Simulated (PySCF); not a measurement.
## How methods differ on the excitation energy of B

B [He] 2s2 2p1 (2P) → B [He] 2s1 2p2 (4P), as a difference of total energies. All numbers are calculated (PySCF 2.14, no relativity, point nucleus, in dyall-acv3z). Correlated levels: valence: 1s2 frozen; valence and next inner shell: nothing frozen; virtual orbitals above 40 to 60 times the deepest correlated orbital energy dropped. The calculations carry no spin-orbit coupling.

```
                                method  excitation energy (eV)
                                   UHF                   2.188
                                   LDA                   3.284
                                   PBE                   3.273
                               wB97X-V                   3.535
                                PBEsol                   3.210
                                 B97-3                   3.458
                               LC-wPBE                   3.160
                         MP2 (valence)                   3.121
                     SCS-MP2 (valence)                   3.503
    MP2 (valence and next inner shell)                   3.139
SCS-MP2 (valence and next inner shell)                   3.523
```

**Question.** Estimate what r2SCAN gives.

**Answer.** 2.938 eV, closest to MP2 (valence) among the rows shown.

**Question.** Estimate what PBE0 gives.

**Answer.** 3.219 eV, closest to PBEsol among the rows shown.
